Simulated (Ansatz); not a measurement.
Compare A (`C[S][AlH][OH]`) with its isomer B (`[OH][AlH][CH2]S`).

Isolated molecules relaxed with PBE0-D4/def2-TZVP in Ansatz; ΔE leaves out vibrations. CBS: MP2 limit from def2 TZ/QZ plus the TZ coupled-cluster correction, frozen cores. DFT in def2-TZVPP. B3LYP here is the variant with VWN-RPA as its local correlation; programs differ in this. One conformer a species, not always the lowest.

**Question.** Which is lower in electronic energy at CCSD(T)/CBS, and by how much? (An estimate is asked.)

**Answer.** Ansatz gave: A, by 26.2 kcal/mol.

**Question.** Give E(B) − E(A) in kcal/mol with CCSD/def2-TZVPP, ωB97M-V, B3LYP-D4, PBE-D4, MP2/def2-TZVPP, B3LYP, LDA (SPW92). (An estimate is asked.)

**Answer.** Computed: CCSD/def2-TZVPP 25.8, ωB97M-V 25.4, B3LYP-D4 25.9, PBE-D4 25.9, MP2/def2-TZVPP 26.5, B3LYP 26.1, LDA (SPW92) 25.2. None reverses the order clearly.

**Question.** Does the order hold for the free energy at 298.15 K (harmonic terms from PBE0-D4)? (An estimate is asked.)

**Answer.** The calculation gave: Yes: G(B) − G(A) = +23.4 kcal/mol, for one conformer each. Modes under 60 cm⁻¹, often nearly free rotors, make the harmonic entropy too high.

Largest T1 diagnostic: 0.012.

Leaving LDA and LC-ωPBE aside and taking each functional with its dispersion term where it has one, the values, not all of them listed here, spread over 1.4 kcal/mol, from ωB97M-V to r2SCAN0-D4. LDA lies −0.9 kcal/mol from PBE without D4. In def2-TZVPP, CCSD(T) changes the Hartree–Fock value by −1.5 kcal/mol (the triples alone add +0.1 kcal/mol) and MP2 by −0.9 kcal/mol.
